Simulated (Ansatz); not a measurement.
## CH6O3Sn (SMILES C[Sn](O)(O)O): the vertical ionisation energy from total energies

CH6O3Sn: 11 atoms, total charge 0, spin state singlet. SMILES: `C[Sn](O)(O)O`. The coordinates come from a PBE0-D4/def2-TZVP relaxation. This is one conformer, not always the lowest.

Both states at this one shape; open shells run unrestricted unless said. 1 Eh = 27.2114 eV.

```
                                                level  program  singlet CH6O3Sn (Eh)  doublet CH6O3Sn+ (Eh)
                     revPBE/def2-SVP (core potential)   Ansatz           -481.471345            -481.126281
                     r2SCAN/def2-SVP (core potential)   Ansatz           -481.457981            -481.099324
                      BHLYP/def2-SVP (core potential)   Ansatz           -481.299584            -480.907309
MP2/def2-SVP (core potential), 8 core orbitals frozen   Ansatz           -479.952088            -479.543150
```

Work out the vertical ionisation energy at each level.


1. revPBE/def2-SVP (core potential): -481.126281 − (-481.471345) = 0.345064 Eh = 9.39 eV.
2. r2SCAN/def2-SVP (core potential): -481.099324 − (-481.457981) = 0.358657 Eh = 9.76 eV.
3. BHLYP/def2-SVP (core potential): -480.907309 − (-481.299584) = 0.392275 Eh = 10.67 eV.
4. MP2/def2-SVP (core potential): -479.543150 − (-479.952088) = 0.408938 Eh = 11.13 eV.

No measured value is set beside it here; the levels span 9.39 to 11.13 eV. Spin-orbit coupling is left out.
